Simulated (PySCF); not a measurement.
Several orderings of computed values.

Species are written as SMILES; each is one conformer at its optimised geometry, gas phase, non-relativistic unless stated. Electronic properties by PySCF.

Dipoles, sizes and rotational constants follow the conformer. The torsions of the flexible species, by atom-mapped SMILES:
- `[CH3:1][CH2:2][CH2:3][c:4]1[cH:5][n:6][cH:7][s:8]1`: C1–C2–C3–C4 -64°, C2–C3–C4–C5 112°
- `[CH:1]#[C:2]/[CH:3]=[C:4](\[F:5])[SiH2:6][C:7]#[CH:8]`: C3–C4–Si6–C7 0°

Question: Rank by HOMO energy, lowest first (wB97X-D/def2-SVPD at GFN2-xTB geometries).
A. `C#CC1=CC=C[Si@H]1F`
B. `C1(F)[SiH2]C(=CC=1)C#C`
C. `C#C/C=C(\F)[SiH2]C#C`
D. `CCCc1cncs1`

Answer: C (-8.95 eV), D (-8.85 eV), A (-8.36 eV), B (-8.12 eV).

Give the two extremes of that set in hartree.

`C#C/C=C(\F)[SiH2]C#C`: -0.329 Eh; `C#CC1=CC=C(F)[SiH2]1`: -0.298 Eh.

Question: Rank by lowest triplet excitation (Tamm–Dancoff), highest first (TDA wB97X-D/def2-SVPD at GFN2-xTB geometries).
A. `C#CC1=CC=C(F)[SiH2]1`
B. `C([SiH2]/C(=C/C#C)F)#C`
C. `CCCc1cncs1`
D. `C1[Si@@H](F)C(=CC=1)C#C`

Answer: C (3.86 eV), B (3.38 eV), A (2.16 eV), D (2.05 eV).

Question: Rank by HOMO–LUMO gap, lowest first (wB97X-D/def2-SVPD at GFN2-xTB geometries).
A. `C#C/C=C(\F)[SiH2]C#C`
B. `C#CC1=CC=C(F)[SiH2]1`
C. `CCCC1=CN=CS1`
D. `C1=C[Si@H](C(C#C)=C1)F`

Answer: D (7.59 eV), B (7.71 eV), A (9.34 eV), C (9.82 eV).

Question: Rank by smallest rotational constant, lowest first (GFN2-xTB).
A. `C#CC1=CC=C[Si@H]1F`
B. `C#C/C=C(\F)[SiH2]C#C`
C. `C1C=C([SiH2]C=1F)C#C`
D. `CCCC1=CN=CS1`

Answer: B (0.737 GHz), C (0.871 GHz), A (1.031 GHz), D (1.084 GHz).

Question: Rank by electronic spatial extent ⟨r²⟩ about the centre of nuclear charge, highest first (wB97X-D/def2-SVPD at GFN2-xTB geometries).
A. `C#CC1=CC=C(F)[SiH2]1`
B. `CCCc1cncs1`
C. `C#CC1=CC=C[Si@H]1F`
D. `C#C/C=C(\F)[SiH2]C#C`

Answer: D (1439 bohr²), A (1226 bohr²), B (1184 bohr²), C (1102 bohr²).

By how much do the two ends of that ranking differ?

By 337 bohr², between `C#C/C=C(\F)[SiH2]C#C` and `C#CC1=CC=C[Si@H]1F`.

wB97X-D is run here without its empirical dispersion term; that term would change no orbital, density or response property at a fixed geometry.
